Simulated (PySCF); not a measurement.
Compound: 2-methylpyridine, C₆H₇N.
Numbering: `[CH3:1][c:2]1[cH:3][cH:4][cH:5][cH:6][n:7]1` (hydrogens: H8, H9, H10 on C1; H11 on C3; H12 on C4; H13 on C5; H14 on C6)

The closed-shell ground state was solved at several levels (PySCF, density fitting, gas phase, non-relativistic). Geometry: GFN2-xTB; no solvent, vibrations or thermal averaging.

```csv
level,basis functions,total energy (Eh),HOMO (eV),LUMO (eV),gap (eV),dipole (D)
B3LYP/pcJ-1,259,-287.6176,-7.00,-0.78,6.22,1.94
PBE0/pcSseg-1,154,-287.2235,-7.28,-0.61,6.67,1.94
```

Task: Estimate the row for CAM-B3LYP/def2-SVPD, a basis of 196 functions; the other rows only guide the guess.

Result: Total energy -287.2465 Eh, HOMO -8.56 eV, LUMO 0.42 eV, gap 8.98 eV, dipole 1.98 D.

Task: Over all these levels, which gives the widest orbital gap and which the narrowest?

Result: CAM-B3LYP/def2-SVPD (range-separated hybrid) has the widest, 8.98 eV, and B3LYP/pcJ-1 (global hybrid, 20 % exact exchange) the narrowest, 6.22 eV. Functional and basis both differ between the two, so the spread mixes both effects.

Task: How far do the dipole and the HOMO energy spread over the levels?

Result: The dipole runs from 1.94 to 1.98 D (mean 1.95 D) and the HOMO from -8.56 to -7.00 eV.
